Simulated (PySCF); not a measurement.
SiOCl2, SMILES O=[Si](Cl)Cl.

Geometry optimised at PBE0-D3(BJ)/def2-SVP.

Level of theory: PBE0-D3(BJ)/def2-SVP (PySCF 2.14.0).

Frequencies are harmonic and unscaled.

Computed harmonic wavenumbers and intensities:
```tsv
mode	ν (cm⁻¹)	IR (km/mol)	moving atoms (share of kinetic energy)
1	198	2.3	Cl 76 %, Si 15 %, O 9 %
2	265	32.2	O 63 %, Cl 30 %
3	286	42.7	Si 68 %, O 23 %, Cl 9 %
4	505	20.2	Cl 62 %, Si 19 %, O 19 %
5	647	231.5	Si 66 %, Cl 34 %
6	1275	108.7	O 58 %, Si 41 %
```
